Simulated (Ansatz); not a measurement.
Gas-phase electronic energies from Ansatz, PBE0-D4/def2-TZVP geometries. CCSD(T)/CBS adds triple-zeta CCSD(T) − MP2 to the extrapolated MP2 energy (def2 sets, frozen cores). This one scheme is used for every species. Functionals use def2-TZVPP. For Se outer-core shells are correlated without core-valence functions, which leaves a few kJ/mol of doubt a bond. Scalar relativity is left out up to krypton. Each species was taken in one conformer, which may not be the lowest.

Reaction (ligand exchange at the Si–C bond): `C[Si](C)(F)[SeH]` + HCl → `C[Si](F)(Cl)[SeH]` + CH₄

```tsv
level	ΔE (eV)
B2PLYP	-1.13
MP2/def2-TZVPP	-1.12
```

(1) What does CCSD(T)/CBS give? (Best estimate.)

Largest T1 diagnostic among the species: 0.010.

## Answers

(1) Ansatz gave: -1.09 eV. The listed levels differ from it by -0.04, -0.03 eV.

In def2-TZVPP, CCSD(T) changes the Hartree–Fock value by +0.09 eV (the triples alone add −0.00 eV) and MP2 by +0.03 eV. Leaving LDA and LC-ωPBE aside and taking each functional with its dispersion term where it has one, the values, not all of them listed here, spread over 0.07 eV, from B97M-V to PBE0-D4. LDA lies +0.05 eV from PBE without D4.
